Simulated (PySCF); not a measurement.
All values below come from PBE-D3(BJ)/def2-TZVP // PBE0-D3(BJ)/def2-TZVP (PySCF 2.14.0). All species are isolated molecules in the gas phase. 

Reference species (SMILES): `F[C]Cl` (excited triplet) (neutral, multiplicity 3).

```
Item                             Result
-----------------------------  --------
highest occupied spin orbital  -4.50 eV
dipole moment                    0.44 D
```

Changed species: `F[C]F` (excited triplet) (X = fluoro, multiplicity 3; the reference has X = chloro, multiplicity 3).

Problem. Predict the effect on the highest occupied spin orbital and dipole moment.

Solution. the highest occupied spin orbital rises by 0.20 eV, to -4.30 eV; the dipole moment drops by 0.28 D, to 0.16 D.
